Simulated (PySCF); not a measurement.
## Shapes and spin states of CoO(OH)

These are results of PBE0 in PySCF with Co def2-TZVP, O def2-TZVP, H def2-TZVP; no relativity; density-fitted integrals, not measurements.

Relaxations began from a few typed shapes and spin states; open shells are unrestricted. The search is not exhaustive: other isomers or separated fragments can lie lower, and high-lying points may rest on an excited occupation.

Task: Which is the lowest minimum found?
A. broken-symmetry Ms = 1 (⟨S²⟩ 2.92) Cs: Co–O 1.733 Å, Co–O 1.758 Å, O–H 0.956 Å; Co–O–H 127.0°, O–Co–O 176.4°
B. singlet (closed shell, unstable to spin polarisation) Cs: Co–O 1.549 Å, Co–O 1.668 Å, O–H 0.958 Å; Co–O–H 139.2°, O–Co–O 149.6°
C. quintet Cs: Co–O 1.622 Å, Co–O 1.771 Å, O–H 0.956 Å; Co–O–H 129.3°, O–Co–O 179.4°
D. broken-symmetry Ms = 1 (⟨S²⟩ 2.95) Cs: Co–O 1.742 Å, Co–O 1.759 Å, O–H 0.957 Å; Co–O–H 126.8°, O–Co–O 177.3°
E. quintet Cs: Co–O 1.622 Å, Co–O 1.770 Å, O–H 0.956 Å; Co–O–H 129.4°, O–Co–O 179.0°

Result: E. The others lie at 0.2 (quintet Cs), 52.1 (broken-symmetry Ms = 1 Cs), 54.4 (broken-symmetry Ms = 1 Cs), 151.6 (singlet Cs) kJ/mol above it.

For the lowest minimum: the spin densities have lower symmetry than the nuclear frame. Other spin states or occupations of the open shell can lie lower.
